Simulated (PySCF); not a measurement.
One molecule, one basis, several functionals.

Compound: C3H4AlN.
Geometry (PBE0-D3(BJ)/def2-SVP, Å), atoms numbered from 1 in this order:
```
atom  x, y, z in Å
C1    -2.573   -0.324   -0.156
C2    -1.509    0.244    0.037
Al3    0.169    1.169    0.344
N4     1.418   -0.414   -0.092
C5     2.090   -1.310   -0.340
H6    -3.514   -0.817   -0.324
H7     0.602    1.412    1.860
H8     0.657    2.183   -0.786
H9     2.719   -2.158   -0.576
```

PySCF, pcSseg-2 basis, density fitting, gas phase, PBE0-D3(BJ)/def2-SVP geometry. One functional is left out:

```
functional  exact exchange (%)  HOMO energy (eV)  LUMO energy (eV)  dipole moment (D)
     B97-D                   0             -5.97             -2.68              6.456
      BLYP                   0             -5.87             -2.65              6.396
      BP86                   0             -6.11             -2.82              6.384
       LDA                   0             -6.14             -2.95              6.310
      OPBE                   0             -5.98             -2.63              6.346
       PBE                   0             -6.02             -2.74              6.350
     B97-2                  21             -6.91             -1.75              6.668
      PBE0                  25             -7.16             -1.67              6.670
  mPW1PW91                  25             -7.18             -1.70              6.680
 BHandHLYP                  50             -8.19             -0.56              6.930
```

Predict the row of B3LYP (20 % exact exchange) by straight lines through the other rows, and check it.

```csv
property,line,computed,computed − line,"B97-2 (21 %), for comparison"
HOMO energy (eV),-6.90,-6.94,-0.04,-6.91
LUMO energy (eV),-1.87,-1.96,-0.09,-1.75
dipole moment (D),6.610,6.654,+0.044,6.668
```

Which of these properties follows the share of exact exchange most closely, and which least?

Most closely the HOMO energy, least the dipole moment; the correlations over the tabulated rows are HOMO energy -0.995, LUMO energy 0.992, dipole moment 0.979. The HOMO energy moves by -0.441 eV for every 10 %. Functionals with the same share still differ in their other parts: at 0 % BLYP and LDA differ by 0.27 eV in it.
